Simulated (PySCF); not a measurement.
# One molecule, several mistakes: BCGeH6Si cation

Calculated results; nothing here was measured. The program is PySCF 2.14.0, an open-source quantum chemistry code, run on an isolated molecule that a program drew, which may never have been made. The molecule is BCGeH6Si cation (charge +1, singlet), drawn as the SMILES string `[BH2][GeH+][CH]=[SiH2]`.

Each row is a Hartree-Fock (HF) and frozen-core CCSD(T) single point in the cc-pV(D+d)Z basis, meant for a local HF minimum. Run 1 is clean. Each other run has one planted mistake out of seven kinds, and not every kind appears here: one electron removed, one electron added, multiplicity raised by two, geometry at a saddle point, minimal basis STO-3G, one bond length entered in bohr, all coordinates scaled. The reference is restricted for singlets and unrestricted otherwise, and also for a bond in bohr. Adding or removing an electron swaps singlet and doublet. Electrons count all cores. HOMO and LUMO are orbital energies over both spins, the gradient is its largest component, and the lowest frequency (negative if imaginary) is given only where the gradient is small. Bond lengths are over the 9 bonds as drawn. T1 is the CCSD diagnostic: over 0.02 (restricted) or 0.045 (unrestricted) a single reference is doubtful. Germanium has the cc-pVDZ-PP basis, with a core potential (ECP10MDF) in place of its 10 inner electrons, and its 3s, 3p and 3d shells are frozen in CCSD(T).

Geometry of the clean run:
```xyz
10
BCGeH6Si cation, angstrom
B     0.4715    3.8159    0.5829
Ge   -0.1037    1.9509   -0.1449
C    -0.6521    0.5278    0.8724
Si   -1.1140   -0.9925    0.1867
H     1.6187    3.9885    0.8451
H    -0.3629    4.6543    0.7066
H    -0.0835    1.6979   -1.6468
H    -0.6846    0.6562    1.9500
H    -1.0808   -1.1965   -1.2630
H    -1.5514   -2.1264    1.0012
```

| run | electrons | basis functions | <S^2> | HOMO (eV) | LUMO (eV) | gradient (hartree/bohr) | lowest frequency (cm^-1) | mean bond (Å) | longest bond (Å) | T1 | HF (hartree) | CCSD(T) (hartree) | mistake |
|---|---|---|---|---|---|---|---|---|---|---|---|---|---|
| 1 | 62 | 104 | 0.000 | -14.36 | -4.36 | 2.2e-05 | 93 | 1.5069 | 2.083 | 0.0138 | -648.04386 | -648.49379 | no fault |
| 2 | 63 | 104 | 1.042 | -6.12 | 1.10 | 2.1e-02 | - | 1.5069 | 2.083 | 0.0333 | -648.23668 | -648.70200 | one electron added |
| 3 | 62 | 104 | 2.019 | -11.02 | -5.98 | 6.9e-02 | - | 1.5069 | 2.083 | 0.0134 | -647.95450 | -648.37890 | multiplicity raised by two |
| 4 | 62 | 104 | 0.750 | -13.86 | -4.66 | 2.5e-02 | - | 1.6142 | 2.083 | 0.0593 | -647.90898 | -648.35784 | one bond length entered in bohr |
| 5 | 62 | 104 | 0.000 | -13.87 | -4.43 | 3.0e-02 | - | 1.5717 | 2.173 | 0.0151 | -648.02803 | -648.48641 | ? |

**Which mistake was planted in run 5, and what did it cost?**

The mean and the longest bond both change by the same factor, 1.043, and the gradient is no longer small. So the mistake is: all coordinates scaled. Subtracting run 1 and multiplying by 627.51 kcal/mol a hartree, the energy moved by 9.9 kcal/mol in HF and 4.6 kcal/mol in CCSD(T).

Cautions from the logs. Run 4: T1 is over the limit, so its CCSD(T) energy is less reliable.
